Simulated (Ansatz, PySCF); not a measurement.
Spin states of CrO3 (SMILES [O]=[Cr](=[O])=[O]), each relaxed with B3LYP-D3(BJ)/def2-TZVP.
State 1 (charge 0, multiplicity 1):
```
atom    x (Å)    y (Å)    z (Å)
----  -------  -------  -------
Cr     0.1322  -0.0998  -0.1868
O     -1.1087  -1.0669  -0.0869
O     -0.1482   1.2958  -0.8644
O      1.0669  -0.0622   1.0821
```
State 2 (charge 0, multiplicity 3):
| atom | x (Å) | y (Å) | z (Å) |
|---|---|---|---|
| Cr | 0.1160 | -0.1252 | -0.1359 |
| O | -1.1098 | -1.1122 | -0.0788 |
| O | -0.1563 | 1.3999 | -0.9409 |
| O | 1.0922 | -0.0955 | 1.0995 |

Singlets are restricted, other states unrestricted; no spin–orbit coupling, no relativity up to Kr; see below for the cores. The largest T1 diagnostic is 0.123.

Programs: Ansatz (a quantum-chemistry and plane-wave program); PySCF for the dispersion terms. Each number belongs to the level named beside it.

PBE/def2-TZVPP gives 31.04 kcal/mol for the energy of the multiplicity-3 state less that of the multiplicity-1 state.

**Question.** Where do these levels fall relative to PBE: PBE-D3(BJ)/def2-TZVPP, r2SCAN/def2-TZVPP, B3LYP/def2-TZVPP, wB97M-V/def2-TZVPP.

**Answer.** PBE-D3(BJ)/def2-TZVPP 0.02; r2SCAN/def2-TZVPP -5.23; B3LYP/def2-TZVPP -11.10; wB97M-V/def2-TZVPP -12.15 kcal/mol. 1 of 4 lie above PBE; the widest gap is to wB97M-V/def2-TZVPP.
